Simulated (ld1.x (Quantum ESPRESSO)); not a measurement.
dysprosium (Dy): variants of one TM potential

Base potential:

Dy (Z = 66), norm-conserving Troullier–Martins (Kleinman–Bylander form), made with ld1.x (Quantum ESPRESSO) 7.5 (LDA (PZ), scalar-relativistic). Core [Kr] 4d10 4f9, reference 5s2 5p6 5d1 6s2 6p0. Waves: 5s (bound): rc 1.85 bohr; 5d (bound): rc 2.50 bohr; 5p (bound): rc 2.35 bohr. Local part: the p channel. Core correction: Bessel-smoothed model core, default radius (core density twice the valence density).

Occupied shells without a wave of their own: 6s. They enter only through the test configuration that unscreens the potential, and ld1.x also counts them in the model core charge.

Cutoffs, loose and tight: the cutoffs (Ry, on a coarse ladder) from which the occupation-weighted sum of valence levels, in a spherical-Bessel basis at the reference potential, stays within 10 and 1 mRy of its value at 400 Ry. They do not see the model core or the augmentation charge, which bear on the density cutoff. Test errors are all-electron minus pseudo excitation energies from the reference, over the configurations 5s2 5p6 5d1 6s1 6p0; 5s2 5p6 5d1 6s0 6p0; 5s2 5p6 5d0 6s0 6p0; 5s2 5p6 5d0 6s2 6p1; 5s2 5p6 5d2 6s1 6p0; 5s2 5p6 5d1.5 6s1.5 6p0; 5s2 5p6 5d1 6s0 6p2 (two spin-polarised tests are not counted in the largest error). A dash means not determined; rows that change the core or the reference have their own tests.

With those shells counted twice in exchange and correlation these files are broken, and their errors move erratically; no question is asked of them.

```csv
change,outcome,"cutoff, loose","cutoff, tight",bound ghosts,largest test error (meV)
base,generated,45 Ry,55 Ry,none,-1088
wave 5d (bound): rc 2.50 bohr becomes 5d (bound): rc 1.70 bohr,generated,45 Ry,55 Ry,none,-1088
wave 5d (bound): rc 2.50 bohr becomes 5d (bound): rc 2.06 bohr,generated,45 Ry,55 Ry,none,-1088
wave 5d (bound): rc 2.50 bohr becomes 5d (bound): rc 2.34 bohr,generated,45 Ry,55 Ry,none,-1089
wave 5d (bound): rc 2.50 bohr becomes 5d (bound): rc 2.66 bohr,generated,45 Ry,55 Ry,none,-1087
wave 5d (bound): rc 2.50 bohr becomes 5d (bound): rc 3.12 bohr,generated,45 Ry,55 Ry,none,-1076
wave 5d (bound): rc 2.50 bohr becomes 5d (bound): rc 3.26 bohr,generated,45 Ry,55 Ry,none,-1067
wave 5d (bound): rc 2.50 bohr becomes 5d (bound): rc 3.80 bohr,generated,45 Ry,55 Ry,none,-1014
```

Reading the sweep of the d radius (base included, trends over the rows without a ghost): The loose cutoff stays near 45 Ry. The median size of the test errors (rows with all tests solved) stays near 121.4 meV.
